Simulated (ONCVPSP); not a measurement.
## Building the ONCV potential for calcium (LDA (Perdew-Zunger), fully relativistic).

ONCVPSP 4.0.1 was run on this input:

```
# ATOM AND REFERENCE CONFIGURATION
# atsym  z   nc   nv     iexc    psfile
  Ca 20.00    3    4        3      upf
#
#   n    l    f
    1    0    2.00
    2    0    2.00
    2    1    6.00
    3    0    2.00
    3    1    6.00
    4    0    1.00
    4    1    1.00
#
# PSEUDOPOTENTIAL AND OPTIMIZATION
# lmax
    2
#
#   l,   rc,      ep,       ncon, nbas, qcut
    0    2.00    0.00    4    7    4.50
    1    1.90    0.00    3    6    8.40
    2    1.65    0.06    4    7    6.50
#
# LOCAL POTENTIAL
# lloc, lpopt,  rc(5),   dvloc0
    4    5    1.35   -1.00
#
# VANDERBILT-KLEINMAN-BYLANDER PROJECTORs
# l, nproj, debl
    0    2    1.10
    1    2    0.40
    2    2    2.50
#
# MODEL CORE CHARGE
# icmod, fcfact, rcfact
    0    0.00    0.00
#
# LOG DERIVATIVE ANALYSIS
# epsh1, epsh2, depsh
   -3.00    5.00    0.02
#
# OUTPUT GRID
# rlmax, drl
    6.00    0.01
#
# TEST CONFIGURATIONS
# ncnf
    4
# nvcnf
#   n    l    f
    4
    3    0    2.00
    3    1    6.00
    4    0    2.00
    4    1    0.00
#
    4
    3    0    2.00
    3    1    6.00
    4    0    1.00
    4    1    0.00
#
    4
    3    0    2.00
    3    1    6.00
    4    0    0.00
    4    1    0.00
#
    5
    3    0    2.00
    3    1    6.00
    4    0    0.00
    4    1    0.00
    3    2    1.00
#
```

Command:

```bash
oncvpspr.x < Ca.dat > Ca.out
```

Resulting log (shortened: citation, most of the input echo, consistency checks and plot data are left out):

```
ONCVPSP  (Optimized Norm-Conservinng Vanderbilt PSeudopotential)
relativistic version 4.0.1

#   n    l    f        energy (Ha)
    1    0    2.00    -1.4475011D+02
    2    0    2.00    -1.5230383D+01
    2    1    6.00    -1.2299143D+01    -1.2434264D+01
    3    0    2.00    -1.7706477D+00
    3    1    6.00    -1.0726479D+00    -1.0869884D+00
    4    0    1.00    -1.6713941D-01
    4    1    1.00    -7.2825351D-02    -7.3602398D-02

Reference configufation results
  iterations    23
  all-electron total energy (Ha)   -6.78602027D+02

Begin loop to  construct optimized pseudo wave functions
and semi-local pseudopoentials for all angular momenta

Calculating optimized projector #   1

 for l=   0

    Fraction of norm inside rc  0.955814
    Optimizing pswf for qcut=   4.50 a_B^-1,  ecut=  10.14 Ha
    Residual kinetic energy error=  7.45D-05 Ha

    Energy error per electron        Cutoff
         Ha          eV             Ha
         0.01000     0.27211        3.99
         0.00100     0.02721        5.35
         0.00010     0.00272        9.08
         0.00001     0.00027       28.99

Calculating optimized projector #   2

 for l=   0

    Fraction of norm inside rc  0.060174
    Optimizing pswf for qcut=   4.50 a_B^-1,  ecut=  10.14 Ha
    Residual kinetic energy error=  1.24D-04 Ha

    Energy error per electron        Cutoff
         Ha          eV             Ha
         0.01000     0.27211        3.09
         0.00100     0.02721        4.67
         0.00010     0.00272       10.78
         0.00001     0.00027       34.72

Calculating optimized projector #   1

 for l=   1

    Fraction of norm inside rc  0.882439
    Optimizing pswf for qcut=   8.41 a_B^-1,  ecut=  35.33 Ha
    Residual kinetic energy error=  2.74D-09 Ha

    Energy error per electron        Cutoff
         Ha          eV             Ha
         0.01000     0.27211       11.15
         0.00100     0.02721       15.10
         0.00010     0.00272       18.44
         0.00001     0.00027       21.50

Calculating optimized projector #   2

 for l=   1

    Fraction of norm inside rc  0.026166
    Optimizing pswf for qcut=   8.41 a_B^-1,  ecut=  35.33 Ha
    Residual kinetic energy error=  2.23D-10 Ha

    Energy error per electron        Cutoff
         Ha          eV             Ha
         0.01000     0.27211        6.55
         0.00100     0.02721       10.82
         0.00010     0.00272       14.75
         0.00001     0.00027       18.14

Calculating optimized projector #   1

 for l=   1

    Fraction of norm inside rc  0.885733
    Optimizing pswf for qcut=   8.41 a_B^-1,  ecut=  35.33 Ha
    Residual kinetic energy error=  2.56D-09 Ha

    Energy error per electron        Cutoff
         Ha          eV             Ha
         0.01000     0.27211       11.31
         0.00100     0.02721       15.32
         0.00010     0.00272       18.68
         0.00001     0.00027       21.77

Calculating optimized projector #   2

 for l=   1

    Fraction of norm inside rc  0.026255
    Optimizing pswf for qcut=   8.41 a_B^-1,  ecut=  35.33 Ha
    Residual kinetic energy error=  2.09D-10 Ha

    Energy error per electron        Cutoff
         Ha          eV             Ha
         0.01000     0.27211        6.65
         0.00100     0.02721       10.98
         0.00010     0.00272       14.98
         0.00001     0.00027       18.40

WARNING wellstate: moderately localized bound state found for n= 3 l=  2
WARNING scattering state with energy  0.05000000
WARNING will be used for the first projector

   Wellstate for l =  2  n =  4 kap= -3
     eigenvalue =   0.0500
     asymptotic potential =   0.5500
     half-point radius = 18.2688

   Wellstate for l =  2  n =  5 kap= -3
     eigenvalue =   2.5500
     asymptotic potential =   3.0500
     half-point radius =  3.2489

Calculating optimized projector #   1

 for l=   2

    Fraction of norm inside rc  0.061620
    Optimizing pswf for qcut=   6.49 a_B^-1,  ecut=  21.06 Ha
    Residual kinetic energy error=  4.65D-04 Ha

    Energy error per electron        Cutoff
         Ha          eV             Ha
         0.01000     0.27211       13.59
         0.00100     0.02721       19.18
         0.00010     0.00272       48.73
         0.00001     0.00027       63.65

Calculating optimized projector #   2

 for l=   2

    Fraction of norm inside rc  0.135689
    Optimizing pswf for qcut=   6.49 a_B^-1,  ecut=  21.06 Ha
    Residual kinetic energy error=  2.42D-02 Ha

    Energy error per electron        Cutoff
         Ha          eV             Ha
         0.01000     0.27211       23.77
         0.00100     0.02721       65.79
         0.00010     0.00272       81.95
         0.00001     0.00027       91.13

   Wellstate for l =  2  n =  3 kap=  2
     eigenvalue =   0.0600

   Wellstate for l =  2  n =  5 kap=  2
     eigenvalue =   2.3813

Calculating optimized projector #   1

 for l=   2

    Fraction of norm inside rc  0.438608
    Optimizing pswf for qcut=   6.49 a_B^-1,  ecut=  21.06 Ha
    Residual kinetic energy error=  2.69D-03 Ha

    Energy error per electron        Cutoff
         Ha          eV             Ha
         0.01000     0.27211       18.02
         0.00100     0.02721       33.16
         0.00010     0.00272       61.20
         0.00001     0.00027       80.62

Calculating optimized projector #   2

 for l=   2

    Fraction of norm inside rc  0.135867
    Optimizing pswf for qcut=   6.49 a_B^-1,  ecut=  21.06 Ha
    Residual kinetic energy error=  2.55D-02 Ha

    Energy error per electron        Cutoff
         Ha          eV             Ha
         0.01000     0.27211       23.99
         0.00100     0.02721       67.24
         0.00010     0.00272       82.67
         0.00001     0.00027       92.05

Construct Vanderbilt / Kleinmman-Bylander projectors

B matrix Hermiticity error, ll=  0  kap= -1
   1   2    8.0957D-05

  Orthonormal projector coefficients  5.1221E+00  1.0183E+00

B matrix Hermiticity error, ll=  1  kap= -2
   1   2    3.3916D-05

  Orthonormal projector coefficients  2.2459E+00  4.3494E-01

B matrix Hermiticity error, ll=  1  kap=  1
   1   2    3.4646D-05

  Orthonormal projector coefficients  2.1990E+00  4.2661E-01

B matrix Hermiticity error, ll=  2  kap= -3
   1   2    4.2744D-05

  Orthonormal projector coefficients -5.3585E+00 -1.9708E+00

B matrix Hermiticity error, ll=  2  kap=  2
   1   2   -1.1077D-04

  Orthonormal projector coefficients -5.3795E+00 -1.8971E+00

 Orthonormal scalar projector coefficients, l =  1
  2.2302E+00  4.3220E-01  1.6821E-05  3.7637E-07

 Orthonormal spin-orbit projector coefficients, l =  1
  3.7297E-02 -4.9625E-03  4.5630E-03 -2.8903E-05

 Orthonormal scalar projector coefficients, l =  2
 -5.3659E+00 -1.9417E+00 -4.7542E-04 -4.5513E-05

 Orthonormal spin-orbit projector coefficients, l =  2
 -6.4076E-02  4.8992E-02 -9.3887E-03  3.3996E-03

Pseudoatom total energy  -36.880328

Diagnostic tests using Vanderbilt-Kleinman-Bylander pseudopotentials
  relativistic with J = L +/- 1/2 projectors

   l  kap   rcore       rmatch      e in        delta e    norm test   slope test

   0  -1   2.0087579   2.0697482  -1.7706477   0.0000008   1.0000876   1.0000806
   0  -1   2.0087579   2.0697482  -0.1671394   0.0000012   1.0000181   1.0000148

   1  -2   1.9034689   1.9612623  -1.0726479  -0.0000025   1.0000672   1.0000754
   1   1   1.9034689   1.9612623  -1.0869884  -0.0000010   1.0000707   1.0000708
   1  -2   1.9034689   1.9612623  -0.0728254   0.0000008   1.0000283   1.0000215
   1   1   1.9034689   1.9612623  -0.0736024   0.0000020   1.0000434   1.0000373

   2  -3   1.6587931   1.7091577   0.0500000   0.0000007   1.0000599   1.0000599
   2   2   1.6587931   1.7091577  -0.1186668   0.0000029   1.0000525   1.0000525
   2  -3   1.6587931   1.7091577   2.5500000   0.0000461   1.0001342   1.0001342
   2   2   1.6587931   1.7091577   2.5492778   0.0000496   1.0001303   1.0001303

Diagnostic tests using Vanderbilt-Kleinman-Bylander pseudopotentials
  relativistic with scalar and spin-orbit non-local projectors

   l  kap   rcore       rmatch      e in        delta e    norm test   slope test

   0  -1   2.0087579   2.0697482  -1.7706477   0.0000008   1.0000876   1.0000806
   0  -1   2.0087579   2.0697482  -0.1671394   0.0000012   1.0000181   1.0000148

   1  -2   1.9034689   1.9612623  -1.0726479  -0.0000044   1.0000686   1.0000753
   1   1   1.9034689   1.9612623  -1.0869884  -0.0000079   1.0000708   1.0000656
   1  -2   1.9034689   1.9612623  -0.0728254   0.0000007   1.0000252   1.0000213
   1   1   1.9034689   1.9612623  -0.0736024   0.0000020   1.0000402   1.0000370

   2  -3   1.6587931   1.7091577   0.0500000   0.0000355   1.0000548   1.0000548
   2   2   1.6587931   1.7091577  -0.1186668   0.0000363   1.0000476   1.0000476
   2  -3   1.6587931   1.7091577   2.5500000   0.0000893   1.0001362   1.0001362
   2   2   1.6587931   1.7091577   2.5492778   0.0000927   1.0001324   1.0001324

Ghost test for J = L + 1/2

 Testing for bound ghosts
   n   l    E NL Schr. Eq   E Basis Diag.   E Cutoff

   1   0       -1.770647       -1.770645     47.15
   2   0       -0.167138       -0.125269     47.15

   2   1       -1.072650       -1.072629     42.92
   3   1       -0.072825        0.044982     42.92

   3   2       -0.118599       -0.100567     93.51

 Testing for highly-localized positive-energy ghosts
       l    <radius>/rc     E Basis Diag.   E Cutoff

Ghost test for J = L - 1/2

 Testing for bound ghosts
   n   l    E NL Schr. Eq   E Basis Diag.   E Cutoff

   1   0       -1.770647       -1.770645     47.15
   2   0       -0.167138       -0.125269     47.15

   2   1       -1.086989       -1.086969     42.92
   3   1       -0.073600        0.042606     42.92

   3   2       -0.119283       -0.101403     93.51

 Testing for highly-localized positive-energy ghosts
       l    <radius>/rc     E Basis Diag.   E Cutoff

Test configuration 0

   n   l kap    f        eae           eps        diff
   1   0  -1  2.0000 -144.75011362
   2   0  -1  2.0000  -15.23038335
   2   1  -2  4.0000  -12.29914268
   2   1   1  2.0000  -12.43426385
   3   0  -1  2.0000   -1.77064775   -1.77064694    8.13E-07
   3   1  -2  4.0000   -1.07264793   -1.07265039   -2.46E-06
   3   1   1  2.0000   -1.08698843   -1.08698940   -9.68E-07
   4   0  -1  1.0000   -0.16713941   -0.16713821    1.21E-06
   4   1  -2  0.6667   -0.07282535   -0.07282455    8.03E-07
   4   1   1  0.3333   -0.07360240   -0.07360037    2.03E-06

    Total energies and differences
      AE_ref= -6.78602027E+02  AE_tst= -6.78602027E+02  dif=  0.00E+00
      PS_ref= -3.68803275E+01  PS_tst= -3.68803275E+01  dif=  7.11E-15
      PSP excitation error= -7.11E-15

Test configuration 1

   n   l kap    f        eae           eps        diff
   1   0  -1  2.0000 -144.69892953
   2   0  -1  2.0000  -15.17912377
   2   1  -2  4.0000  -12.24799223
   2   1   1  2.0000  -12.38311544
   3   0  -1  2.0000   -1.72050060   -1.72005233    4.48E-04
   3   1  -2  4.0000   -1.02325749   -1.02307000    1.87E-04
   3   1   1  2.0000   -1.03755357   -1.03735712    1.96E-04
   4   0  -1  2.0000   -0.14216913   -0.14215727    1.19E-05
   4   1  -2  0.0000   -0.05273447   -0.05273447    0.00E+00
   4   1   1  0.0000   -0.05343157   -0.05343157    0.00E+00

    Total energies and differences
      AE_ref= -6.78602027E+02  AE_tst= -6.78693565E+02  dif= -9.15E-02
      PS_ref= -3.68803275E+01  PS_tst= -3.69718593E+01  dif= -9.15E-02
      PSP excitation error= -6.67E-06

Test configuration 2

   n   l kap    f        eae           eps        diff
   1   0  -1  2.0000 -144.96009276
   2   0  -1  2.0000  -15.43913884
   2   1  -2  4.0000  -12.50808130
   2   1   1  2.0000  -12.64321316
   3   0  -1  2.0000   -1.97671076   -1.97670369    7.07E-06
   3   1  -2  4.0000   -1.27816540   -1.27805739    1.08E-04
   3   1   1  2.0000   -1.29254378   -1.29243115    1.13E-04
   4   0  -1  1.0000   -0.33714709   -0.33714351    3.58E-06
   4   1  -2  0.0000   -0.22249322   -0.22249322    0.00E+00
   4   1   1  0.0000   -0.22371342   -0.22371342    0.00E+00

    Total energies and differences
      AE_ref= -6.78602027E+02  AE_tst= -6.78456063E+02  dif=  1.46E-01
      PS_ref= -3.68803275E+01  PS_tst= -3.67343690E+01  dif=  1.46E-01
      PSP excitation error=  4.73E-06

Test configuration 3

   n   l kap    f        eae           eps        diff
   1   0  -1  2.0000 -145.27336563
   2   0  -1  2.0000  -15.75027837
   2   1  -2  4.0000  -12.81934854
   2   1   1  2.0000  -12.95449626
   3   0  -1  2.0000   -2.28074290   -2.28164446   -9.02E-04
   3   1  -2  4.0000   -1.57950083   -1.57964072   -1.40E-04
   3   1   1  2.0000   -1.59404726   -1.59419138   -1.44E-04
   4   0  -1  0.0000   -0.52936481   -0.52936481    0.00E+00
   4   1  -2  0.0000   -0.38502945   -0.38502945    0.00E+00
   4   1   1  0.0000   -0.38693850   -0.38693850    0.00E+00

    Total energies and differences
      AE_ref= -6.78602027E+02  AE_tst= -6.78016906E+02  dif=  5.85E-01
      PS_ref= -3.68803275E+01  PS_tst= -3.62951832E+01  dif=  5.85E-01
      PSP excitation error= -2.38E-05

Test configuration 4

   n   l kap    f        eae           eps        diff
   1   0  -1  2.0000 -144.82174920
   2   0  -1  2.0000  -15.27521795
   2   1  -2  4.0000  -12.34660634
   2   1   1  2.0000  -12.48187750
   3   0  -1  2.0000   -1.83189359   -1.83309689   -1.20E-03
   3   1  -2  4.0000   -1.14110033   -1.14190317   -8.03E-04
   3   1   1  2.0000   -1.15498895   -1.15583976   -8.51E-04
   4   0  -1  0.0000   -0.28567027   -0.52936481   -2.44E-01
   4   1  -2  0.0000   -0.18257700   -0.38502945   -2.02E-01
   4   1   1  0.0000   -0.18357328   -0.38693850   -2.03E-01
   3   2  -3  0.6000   -0.21521347   -0.21556758   -3.54E-04
   3   2   2  0.4000   -0.21578971   -0.21613194   -3.42E-04

    Total energies and differences
      AE_ref= -6.78602027E+02  AE_tst= -6.78406949E+02  dif=  1.95E-01
      PS_ref= -3.68803275E+01  PS_tst= -3.66856691E+01  dif=  1.95E-01
      PSP excitation error=  4.20E-04
```

The run took about 9.1 s on one core of a shared server CPU.
